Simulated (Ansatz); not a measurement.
Ansatz (an electronic-structure program) input (PBE0/def2-TZVP):

Ansatz 0.2 input:
```yaml
crystal:
  periodic: [false, false, false]
  atoms:
    - {symbol: Ir, position_ang: [-0.00005197, 0.00280108, 0.01877456]}
    - {symbol: O, position_ang: [1.69477546, -0.01726923, -0.08509689]}
    - {symbol: O, position_ang: [-1.69427528, -0.00969118, -0.09560824]}
basis:
  gaussian:
    orbitals: def2-TZVP
hamiltonian:
  xc: {name: PBE0}
magnetization: {spin_polarized: true, initial_magnetization: 1}
relax: {f_tol: 0.003, max_steps: 100}
```

Output:

```
Functional definition: PBE0
integrals: 0.03 GiB planned
713 factors; their error is unknown
mean field: 0.36 GiB planned
mean field evaluation 1: about -6920.6506 eV, gradient 5.0e1 eV
mean field evaluation 2: about -6846.9678 eV, gradient 1.4e2 eV
mean field evaluation 4: about -6928.7862 eV, gradient 5.4e0 eV
mean field evaluation 8: about -6928.8919 eV, gradient 1.1e-1 eV
mean field evaluation 16: about -6928.9198 eV, gradient 1.2e-4 eV
mean field -6928.91982174 eV, -254.6331068585 hartree, gradient 5.4e-5 eV, S^2 0.753367; 3 other end points of the search recorded, 0 dependent functions left out
the calculation of the forces begins
reference -6928.91984896 eV, -254.6331078588 hartree; 17, 16 occupied and 85, 86 virtual orbitals, 713 factors
relax step   1: F+E_penalty+E_count = -6928.91982174 eV  Δ(F+E_penalty+E_count) = +0.000e0 eV  max|allowed force component| = 8.116e-1 eV/Å  Δτ_max = 0.0000 Å  (76 SCF iters, accepted)
these checks for a lower state are left out or cut short: starts, cluster_reference, orbital_swaps, neighbouring_geometries, increment
integrals: 0.03 GiB planned
713 factors; their error is unknown
mean field: 0.36 GiB planned
mean field evaluation 32: about -6928.8958 eV, gradient 6.5e0 eV
mean field -6928.93005507 eV, -254.6334829265 hartree, gradient 1.6e-5 eV, S^2 0.753185; 0 other end points of the search recorded, 0 dependent functions left out
the calculation of the forces begins
reference -6928.93008237 eV, -254.6334839296 hartree; 17, 16 occupied and 85, 86 virtual orbitals, 713 factors
relax step   2: F+E_penalty+E_count = -6928.93005507 eV  Δ(F+E_penalty+E_count) = -1.023e-2 eV  max|allowed force component| = 3.886e-2 eV/Å  Δτ_max = 0.0130 Å  (47 SCF iters, accepted)
these checks for a lower state are left out or cut short: starts, cluster_reference, orbital_swaps, neighbouring_geometries, increment
integrals: 0.03 GiB planned
713 factors; their error is unknown
mean field: 0.36 GiB planned
mean field -6928.93012864 eV, -254.6334856299 hartree, gradient 1.9e-5 eV, S^2 0.753190; 0 other end points of the search recorded, 0 dependent functions left out
the calculation of the forces begins
reference -6928.93015594 eV, -254.6334866331 hartree; 17, 16 occupied and 85, 86 virtual orbitals, 713 factors
relax step   3: F+E_penalty+E_count = -6928.93012864 eV  Δ(F+E_penalty+E_count) = -7.356e-5 eV  max|allowed force component| = 2.503e-2 eV/Å  Δτ_max = 0.0013 Å  (47 SCF iters, accepted)
these checks for a lower state are left out or cut short: starts, cluster_reference, orbital_swaps, neighbouring_geometries, increment
integrals: 0.03 GiB planned
713 factors; their error is unknown
mean field: 0.36 GiB planned
mean field -6928.93138856 eV, -254.6335319311 hartree, gradient 2.6e-5 eV, S^2 0.753103; 0 other end points of the search recorded, 0 dependent functions left out
the calculation of the forces begins
reference -6928.93141586 eV, -254.6335329345 hartree; 17, 16 occupied and 85, 86 virtual orbitals, 713 factors
relax step   4: F+E_penalty+E_count = -6928.93138856 eV  Δ(F+E_penalty+E_count) = -1.260e-3 eV  max|allowed force component| = 8.139e-3 eV/Å  Δτ_max = 0.0420 Å  (51 SCF iters, accepted)
these checks for a lower state are left out or cut short: starts, cluster_reference, orbital_swaps, neighbouring_geometries, increment
integrals: 0.03 GiB planned
713 factors; their error is unknown
mean field: 0.36 GiB planned
mean field evaluation 64: about -6928.9315 eV, gradient 1.7e-5 eV
mean field -6928.93146394 eV, -254.6335347013 hartree, gradient 1.7e-5 eV, S^2 0.753078; 0 other end points of the search recorded, 0 dependent functions left out
the calculation of the forces begins
reference -6928.93149122 eV, -254.6335357037 hartree; 17, 16 occupied and 85, 86 virtual orbitals, 713 factors
relax step   5: F+E_penalty+E_count = -6928.93146394 eV  Δ(F+E_penalty+E_count) = -7.538e-5 eV  max|allowed force component| = 1.340e-3 eV/Å  Δτ_max = 0.0091 Å  (49 SCF iters, accepted)
integrals: 0.03 GiB planned
713 factors; their error is unknown
mean field: 0.36 GiB planned
mean field evaluation 96: about -6928.9315 eV, gradient 1.9e-5 eV
mean field -6928.93146394 eV, -254.6335347013 hartree, gradient 1.9e-5 eV, S^2 0.753078; 4 other end points of the search recorded, 0 dependent functions left out
the calculation of the forces begins
reference -6928.93149122 eV, -254.6335357037 hartree; 17, 16 occupied and 85, 86 virtual orbitals, 713 factors
Total energy: -6928.93149122 eV, -254.6335357037 hartree
Atom 0 at    -0.000194     0.010482     0.070255 Å, force    -0.000004     0.000200     0.001340 eV/Å
Atom 1 at     1.674043    -0.021063    -0.110901 Å, force    -0.000220    -0.000099    -0.000671 eV/Å
Atom 2 at    -1.673401    -0.013578    -0.121284 Å, force     0.000223    -0.000100    -0.000669 eV/Å
Dipole moment:    -0.000273     0.014691     0.098471 e Å
```

The spin state was set by rule; other spins were not relaxed.
